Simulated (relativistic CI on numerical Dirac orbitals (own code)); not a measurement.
## Tc XXII: computed level list

Calculated at this level of theory: Dirac-Coulomb-Breit CI, separate exchange-only KLI orbitals for each configuration, QED by a radiative potential, unscaled Slater integrals (own radial code, finite nucleus).

CI space (outside the closed core [Ne]): 3s2 3p6 3d4, 3s2 3p5 3d5, 3s 3p6 3d5, 3s2 3p6 3d3 4s, 3s2 3p6 3d3 4p, 3s2 3p6 3d3 4d, 3s2 3p6 3d3 4f, 3s2 3p5 3d4 4s, 3s2 3p5 3d4 4p, 3s2 3p6 3d2 4s 4p, 3s2 3p6 3d3 5s, 3s 3p6 3d4 4s, 3s2 3p6 3d3 5p, 3s2 3p6 3d3 5d, 3s2 3p6 3d2 4p 4d, 3s2 3p6 3d3 5g, 3s 3p6 3d4 4d, 3s2 3p6 3d3 6s, 3p6 3d6, 3p5 3d7, 3s2 3p6 3d2 4s2, 3s2 3p6 3d 4s2 4p, 3s2 3p6 3d 4s2 4d, 3s2 3p6 3d 4s2 4f, 3s2 3p6 3d2 4p2, 3s2 3p6 3d 4s 4p2, 3s2 3p6 3d 4p3, 3s2 3p6 3d 4p2 4d, 3s2 3p6 3d 4p2 4f, 3s2 3p6 3d2 4s 4d, 3s2 3p6 3d 4s 4p 4d, 3s2 3p6 3d 4s 4d2, 3s2 3p6 3d 4s 4d 4f, 3p6 3d5 4s, 3p5 3d6 4s, 3s2 3p6 3d2 4d2, 3s2 3p6 3d 4p 4d2, 3s2 3p6 3d 4d3, 3s2 3p6 3d 4d2 4f, 3p6 3d5 4d, 3p5 3d6 4d, 3s 3p6 3d3 4s2, 3s 3p6 3d2 4s2 4p, 3s 3p6 3d2 4s2 4d, 3s 3p6 3d2 4s2 4f. Double excitations out of closed p, d and f shells are left out; levels of such configurations are missing from the list, as are those of other unlisted configurations, and high levels can miss mixing partners. These lack a partner that the ground configuration has and come out too high: 3s2 3p5 3d4 4p.

The lowest level is 3s2 3p6 3d4 5D_0, with 77 % of that term; Hund's rules for 3s2 3p6 3d4 give 5D with J = 0, in agreement.

```
No.  Configuration  Term  J   E (eV)   %  Landé g  Lifetime (s)
  1    3s2 3p6 3d4    5D  0   0.0000  77                       
  2    3s2 3p6 3d4    5D  1   1.4460  90    1.496      1.39e-02
  3    3s2 3p6 3d4    5D  2   2.9417  95    1.485      1.11e-02
  4    3s2 3p6 3d4    5D  3   4.2828  93    1.475      1.83e-02
  5    3s2 3p6 3d4    5D  4   5.3995  85    1.453      5.55e-02
  6    3s2 3p6 3d4    3P  0   9.7947  64               2.29e-04
  7    3s2 3p6 3d4    3H  4  10.7519  60    0.929      2.04e-03
  8    3s2 3p6 3d4    3G  3  12.9895  60    0.895      7.88e-04
  9    3s2 3p6 3d4    3H  5  13.0224  80    1.064      5.63e-03
 10    3s2 3p6 3d4    3P  1  13.2695  84    1.422      3.07e-04
 11    3s2 3p6 3d4    3F  2  13.5708  81    0.745      6.38e-04
 12    3s2 3p6 3d4    3H  6  14.0369  82    1.133      1.25e-01
 13    3s2 3p6 3d4    3G  4  15.3002  34    1.066      6.28e-04
 14    3s2 3p6 3d4    3G  4  16.3516  37    1.092      8.76e-04
 15    3s2 3p6 3d4    3P  2  16.4030  59    1.344      1.17e-03
 16    3s2 3p6 3d4    3F  3  17.1955  63    1.002      6.73e-04
 17    3s2 3p6 3d4    3D  3  18.3876  79    1.256      4.55e-04
 18    3s2 3p6 3d4    3G  5  18.5772  80    1.164      1.12e-03
 19    3s2 3p6 3d4    3D  2  19.5811  35    1.183      3.15e-04
 20    3s2 3p6 3d4    1I  6  19.9620  82    1.028      9.17e-04
 21    3s2 3p6 3d4    3D  1  20.3530  91    0.584      2.90e-04
 22    3s2 3p6 3d4    1G  4  22.6492  54    1.055      3.56e-04
 23    3s2 3p6 3d4    1S  0  22.8792  81               2.57e-04
 24    3s2 3p6 3d4    1D  2  24.5000  48    1.075      2.97e-04
 25    3s2 3p6 3d4    1F  3  25.7082  73    1.036      4.22e-04
 26    3s2 3p6 3d4    3P  2  28.5870  82    1.385      4.13e-04
 27    3s2 3p6 3d4    3F  4  29.5421  83    1.208      2.22e-04
 28    3s2 3p6 3d4    3F  2  30.6148  78    0.764      2.53e-04
 29    3s2 3p6 3d4    3F  3  31.0817  83    1.070      4.87e-04
 30    3s2 3p6 3d4    3P  1  31.7518  98    1.488      2.44e-04
```

Energies count from the lowest computed level; lifetimes are radiative, by E1, M1, E2, M2, E3 decay to levels of this space only.

The mean weight of the leading LS term, summed over parents, in these 30 levels is 73 %, and that of the leading jj configuration (from the same eigenvectors) 65 %.

At this charge energies of transitions that change n are usually good to better than 1 %, and those within a shell (Δn = 0) to a few per cent. Terms inside the open d or f shell come out 10 to 20 % too wide with unscaled integrals.

LS names give the leading component of a level, which can be under half, so a name can repeat, a term be missing and a line seem to break the LS rules.
